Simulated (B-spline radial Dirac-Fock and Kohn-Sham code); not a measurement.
## I³⁷⁺: scattering cross sections and density moments

System: iodine as I³⁷⁺, [Ne] 3s2 3p4.

Input of the calculation (task.json; shells as n, l, electrons):

```json
{"items": [{
  "Z": 53,
  "q": 37,
  "cfg": [[1, 0, 2], [2, 0, 2], [2, 1, 6], [3, 0, 2], [3, 1, 4]],
  "A": 127,
  "rrms": 4.75,
  "do": ["scatter"],
  "s": [0.0, 0.07, 0.09, 0.1, 0.12, 0.14, 0.17, 0.2, 0.23, 0.27, 0.32, 0.38, 0.45, 0.53, 0.63, 0.74, 0.87, 1.03, 1.21, 1.43, 1.69, 1.99, 2.35],
  "pz": [0, 0.1, 0.14, 0.21, 0.3, 0.42, 0.61, 0.87, 1.2, 1.8, 2.6, 3.7, 5.3, 7.6, 11.0, 16.0, 22.0, 32.0, 46.0, 66.0, 95.0],
  "hv_scatter": [1000, 5000, 8047.8, 10000, 20000, 30000, 100000, 200000]
}]}
```

Launch: `python xray_run.py task.json out`

Calculated with a radial B-spline solver, using relativistic Hartree-Fock (Dirac-Fock) wave functions, averaged over the configuration.

* Sum of ⟨r⟩: 2.559 bohr
* Sum of ⟨r²⟩: 0.6415 bohr²
* Sum of ⟨1/r⟩: 247.75 per bohr
* Langevin diamagnetic susceptibility: -0.508 × 10⁻⁶ cm³/mol
* Lamb shielding (α²/3)Σ⟨1/r⟩: 4398 ppm

Coherent scattering is the Thomson cross section weighted by f₀², without anomalous dispersion; incoherent scattering is Klein-Nishina weighted by S. The Lamb formula is the non-relativistic shielding expression. Electron correlation is left out. A dash stands where the photon energy is too low for the impulse approximation behind that column.

| hν (keV) | coherent (b) | incoherent (b) | incoherent per electron (b) |
| --- | --- | --- | --- |
| 1 | 170.0 | – | – |
| 5 | 162.5 | – | – |
| 8.0478 | 151.4 | – | – |
| 10 | 142.7 | 0.9739 | 0.0609 |
| 20 | 97.11 | 2.528 | 0.158 |
| 30 | 66.57 | 3.629 | 0.227 |
| 100 | 13.25 | 5.868 | 0.367 |
| 200 | 4.146 | 5.705 | 0.357 |

Incoherent scattering overtakes coherent scattering between 100 and 200 keV.
